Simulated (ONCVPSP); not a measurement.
**Pseudopotential generation for chromium: ONCV, LDA (Perdew-Zunger), scalar-relativistic.**

```json
{
 "Element": "Cr",
 "Generator": "ONCVPSP 4.0.1",
 "Type": "optimised norm-conserving Vanderbilt (ONCV)",
 "Functional": "LDA (Perdew-Zunger)",
 "Relativity": "scalar-relativistic",
 "Frozen core": "[Ar]",
 "Valence charge": "6",
 "Reference configuration": "3d5 4s0.5 4p0.5",
 "Partial waves": "4s: rc 2.40 bohr, ncon 3, nbas 6, qcut 3.5 1/bohr, 1 projector; 4p: rc 3.20 bohr, ncon 4, nbas 8, qcut 2.8 1/bohr, 2 projectors, debl 0.5 Ha; 3d: rc 1.75 bohr, ncon 4, nbas 9, qcut 8 1/bohr, 2 projectors, debl 0.5 Ha",
 "Local potential": "polynomial inside 1.45 bohr (lpopt 5, dvloc0 0 Ha)",
 "Core correction": "polynomial model core, fcfact 0.3"
}
```

(1) Does the generator finish with these settings?

Results:

(1) No. ONCVPSP 4.0.1 stopped with "ERROR pspot: first pseudo wave function has node, program will stop": the optimised pseudo-wave of the first projector has a node, so the radial equation cannot be inverted for a potential. It happened in the s channel.
